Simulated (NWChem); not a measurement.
System: CH$_{4}$BF; SMILES FBC

Input file for NWChem:

```
start job
memory heap 200 mb stack 900 mb global 1100 mb
geometry units angstroms noautoz
  B     -0.489159    -0.151058    -0.000840
  H     -1.694096    -0.298670     0.001871
  F      0.231306    -1.264272     0.000180
  C      0.201387     1.245156    -0.001555
  H     -0.116637     1.808406     0.893201
  H     -0.159021     1.837011    -0.860420
  H      1.299429     1.200972    -0.026581
end
basis spherical
  B library def2-svp
  H library def2-svp
  F library def2-svp
  C library def2-svp
end
dft
  xc xcamb88 1.00 lyp 1.0 hfexch 1.00
  cam 0.33 cam_alpha 0.0 cam_beta 1.0
  iterations 150
  mulliken
end
task dft energy
```

Output (shortened):

```
             Northwest Computational Chemistry Package (NWChem) 7.3.0
             --------------------------------------------------------

 C1  symmetry detected

                             Geometry "geometry" -> ""
                             -------------------------

 Output coordinates in angstroms (scale by  1.889725989 to convert to a.u.)

  No.       Tag          Charge          X              Y              Z
 ---- ---------------- ---------- -------------- -------------- --------------
    1 B                    5.0000    -0.49658087    -0.14567033    -0.00097740
    2 H                    1.0000    -1.70169417    -0.29184628     0.00111034
    3 F                    9.0000     0.22255550    -1.25974325    -0.00015550
    4 C                    6.0000     0.19562995     1.24971919    -0.00071213
    5 H                    1.0000    -0.12213334     1.81292350     0.89416526
    6 H                    1.0000    -0.16367718     1.84241112    -0.85946123
    7 H                    1.0000     1.29362986     1.20423739    -0.02525505

 Effective nuclear repulsion energy (a.u.)      63.6176056482

                                 NWChem DFT Module
                                 -----------------

 Summary of "ao basis" -> "ao basis" (spherical)
 ------------------------------------------------------------------------------
       Tag                 Description            Shells   Functions and Types
 ---------------- ------------------------------  ------  ---------------------
 B                          def2-svp                 6       14   3s2p1d
 H                          def2-svp                 3        5   2s1p
 F                          def2-svp                 6       14   3s2p1d
 C                          def2-svp                 6       14   3s2p1d

            General Information
            -------------------
          SCF calculation type: DFT
          Wavefunction type:  closed shell.
          No. of atoms     :     7
          No. of electrons :    24
           Alpha electrons :    12
            Beta electrons :    12
          Charge           :     0
          Spin multiplicity:     1
          Use of symmetry is: off; symmetry adaption is: off
          Maximum number of iterations: 150
          AO basis - number of functions:    62
                     number of shells:    30
          Convergence on energy requested:  1.00D-06
          Convergence on density requested:  1.00D-05
          Convergence on gradient requested:  5.00D-04

              XC Information
              --------------
                     Hartree-Fock (Exact) Exchange  1.000
                   CAM-Becke88 Exchange Functional  1.000
              Lee-Yang-Parr Correlation Functional  1.000

           Range-Separation Parameters
           ---------------------------
           Alpha           :  0.00
           Beta            :  1.00
           Gamma           :  0.33
           Short-Range HF  :     F

             Grid Information
             ----------------
          Grid used for XC integration:  medium
          Radial quadrature: Mura-Knowles
          Angular quadrature: Lebedev.
          Tag              B.-S. Rad. Rad. Pts. Rad. Cut. Ang. Pts.
          ---              ---------- --------- --------- ---------
          B                   0.85       49           8.0       434
          H                   0.35       45          10.0       434
          F                   0.50       49           9.0       434
          C                   0.70       49           8.0       434
          Grid pruning is: on
          Number of quadrature shells:   327
          Spatial weights used:  Erf1

      Superposition of Atomic Density Guess
      -------------------------------------

 Sum of atomic energies:        -163.41843260

      Non-variational initial energy
      ------------------------------

 Total energy =    -164.658694
 1-e energy   =    -349.243814
 2-e energy   =     120.967514
 HOMO         =      -0.375294
 LUMO         =       0.025190

     ---------------------------------------------
      Total Density - Mulliken Population Analysis
     ---------------------------------------------

    Atom       Charge   Shell Charges
 -----------   ------   -------------------------------------------------------
    1 B    5     4.46   1.99  0.85  0.21  1.09  0.20  0.12
    2 H    1     1.10   0.72  0.37  0.01
    3 F    9     9.36   1.99  1.15  0.72  3.50  1.99  0.00
    4 C    6     6.49   1.99  0.96  0.23  2.15  1.14  0.01
    5 H    1     0.86   0.64  0.19  0.03
    6 H    1     0.86   0.64  0.19  0.03
    7 H    1     0.88   0.66  0.19  0.03

   convergence    iter        energy       DeltaE   RMS-Dens  Diis-err
 ---------------- ----- ----------------- --------- --------- ---------
 d= 0,ls=0.0,diis     1   -164.7017190631 -2.28D+02  1.46D-02  4.57D-01
 d= 0,ls=0.0,diis     2   -164.7254063170 -2.37D-02  5.39D-03  4.06D-01
 d= 0,ls=0.0,diis     3   -164.7550919142 -2.97D-02  1.48D-03  1.29D-02
 d= 0,ls=0.0,diis     4   -164.7563275971 -1.24D-03  3.33D-04  7.39D-04
 d= 0,ls=0.0,diis     5   -164.7564174248 -8.98D-05  1.13D-04  4.66D-05
  Resetting Diis
 d= 0,ls=0.0,diis     6   -164.7564250079 -7.58D-06  3.48D-05  4.38D-06
 d= 0,ls=0.0,diis     7   -164.7564257339 -7.26D-07  1.05D-05  7.66D-08
 d= 0,ls=0.0,diis     8   -164.7564257566 -2.27D-08  2.57D-06  1.07D-08

         Total DFT energy =     -164.756425756601
      One electron energy =     -351.770291111774
           Coulomb energy =      144.419077740841
    Exchange-Corr. energy =      -21.022818033911
 Nuclear repulsion energy =       63.617605648243

 Numeric. integr. density =       24.000002720957

                       DFT Final Molecular Orbital Analysis
                       ------------------------------------

[...]
```

Level: LC-BLYP (range parameter 0.33 per bohr)/def2-SVP. The geometry was optimised at PBE0/def2-SVP.
